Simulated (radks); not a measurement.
Results of a calculation; reference values are marked as such.
Species: Zn+. Configuration: [Ar] 3d10 4s1 (the NIST ground configuration). Level of theory: non-relativistic Kohn-Sham, LDA (Slater exchange, Perdew-Wang correlation), spin-polarised, spherical densities, point nucleus; open shells are filled with parallel spins first (a radial shooting solver on a logarithmic mesh with Libxc functionals).

Normalised radial functions P(r) = r R(r), r in bohr:

r          3d up
0.004934  0.0000
0.005608  0.0001
0.006425  0.0001
0.007361  0.0001
0.008434  0.0002
0.009662  0.0002
0.01107   0.0004
0.01258   0.0005
0.01441   0.0008
0.01651   0.0012
0.01892   0.0017
0.02168   0.0025
0.02483   0.0037
0.02823   0.0052
0.03234   0.0075
0.03705   0.0108
0.04245   0.0155
0.04863   0.0221
0.05527   0.0305
0.06332   0.0427
0.07255   0.0592
0.08312   0.0812
0.09523   0.1102
0.1091    0.1476
0.124     0.1918
0.1421    0.2496
0.1628    0.3195
0.1865    0.4013
0.2136    0.4940
0.2448    0.5949
0.2782    0.6934
0.3187    0.7960
0.3651    0.8893
0.4183    0.9654
0.4793    1.0170
0.5447    1.0383
0.6241    1.0301
0.715     0.9914
0.8191    0.9267
0.9385    0.8422
1.075     0.7448
1.222     0.6473
1.4       0.5430
1.604     0.4425
1.838     0.3492
2.105     0.2658
2.412     0.1940
2.741     0.1378
3.141     0.0906
3.598     0.0556
4.123     0.0315
4.723     0.0162
5.411     0.0075
6.15      0.0033
7.046     0.0012
8.073     0.0004

3d up: eigenvalue -20.481 eV, 0 radial nodes, <r> = 0.898 bohr, 90 % of the charge inside 1.58 bohr.
